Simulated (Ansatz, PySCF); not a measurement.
The PySCF input:
```python
from pyscf import gto, scf, dft

mol = gto.M(
    atom='''
Al   -0.00005548   -0.01804802    0.00950175
I    -2.21432464   -1.52782833   -0.06927200
I     0.00722505    2.35047760   -1.23745696
I     2.20711320   -0.81822240    1.30439834
''',
    basis='def2-svp',
    ecp={'I': 'def2-svp'},
    charge=-1,
    spin=1,
    verbose=4,
)

mf = dft.UKS(mol)
mf.xc = 'revpbe'
mf.grids.atom_grid = (99, 590)
mf.grids.prune = None
mf.kernel()
```

**Question.** Convert this to an input for Ansatz (a quantum-chemistry and plane-wave program).

**Answer.** Several could match; the one computed here: 
Ansatz 0.2 input:
```yaml
crystal:
  periodic: [false, false, false]
  atoms:
    - {symbol: Al, position_ang: [-0.00005548, -0.01804802, 0.00950175]}
    - {symbol: I, position_ang: [-2.21432464, -1.52782833, -0.06927200]}
    - {symbol: I, position_ang: [0.00722505, 2.35047760, -1.23745696]}
    - {symbol: I, position_ang: [2.20711320, -0.81822240, 1.30439834]}
basis:
  gaussian:
    orbitals: def2-SVP
hamiltonian:
  xc: revpbe
total_charge: -1
magnetization: {spin_polarized: true, initial_magnetization: 1}
accuracy: high
```

Both were run: PySCF gave -1135.745378 Eh and Ansatz -1135.745382 Eh, 0.004 mEh apart.
